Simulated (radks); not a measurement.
Initial-state core-level shifts of neutral palladium when its valence configuration changes from [Kr] 4d10. Method: scalar-relativistic Kohn-Sham, PBE, spin-polarised, spherical densities, finite nucleus; open shells are filled with parallel spins first (spin-orbit coupling, left out, can overturn this in heavy ions); Fermi nuclear charge, rms radius 4.5318 fm; computed with a radial shooting solver on a logarithmic mesh with Libxc functionals. Shifts are changes of the shell-averaged eigenvalues in eV (positive: less bound); the change of the density at the nucleus, which sets a Mossbauer isomer shift, is in e/bohr^3, on a base of 1.36e+05.

\begin{tabular}{lrrrrr}
valence & 3s & 3d & 4s & 4p & density at nucleus \\ \hline
4d8 5s2 & -7.661 & -7.693 & -7.201 & -6.926 & +40.12 \\
4d8 5p2 & -10.588 & -10.611 & -10.189 & -9.919 & +3.68 \\
4d9 5p1 & -5.235 & -5.242 & -5.139 & -5.039 & +1.20 \\
4d9 5s1 & -3.458 & -3.471 & -3.301 & -3.183 & +17.33 \\
4d9.5 5s0.5 & -1.658 & -1.663 & -1.596 & -1.543 & +7.80 \\
4d9 5s0.5 5p0.5 & -4.396 & -4.405 & -4.270 & -4.162 & +9.59 \\
4d8 5s1.5 5p0.5 & -8.467 & -8.497 & -8.020 & -7.747 & +32.38 \\
\end{tabular}
